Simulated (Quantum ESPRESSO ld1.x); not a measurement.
Values are calculated unless marked as measured or tabulated.
Q: These are the eigenvalues of the occupied orbitals of an atom or ion with whole-number occupations (hartree). Code: ld1.x of Quantum ESPRESSO 7.5. Model: Dirac Kohn-Sham, LDA (Slater exchange, Perdew-Zunger correlation), spin-unpolarised, spherical densities, point nucleus.

1s1/2: -1102.54
2s1/2: -255.041
2p1/2: -249.265

Which element is it, and in what charge state? The configuration may be excited. Open shells, if any, fill j = l - 1/2 first.

A: Z = 48, cadmium, charge +42: Cd42+ in [He] 2s2 2p2. The list shows which subshells hold electrons but not how many an open one holds; the 1s level, -1102.5 hartree, gives Z - s = 47.0 by -(Z - s)^2/2, which with screening and relativity narrows Z to a few neighbours, and the depths of the outer levels then fix element, charge and occupations together.
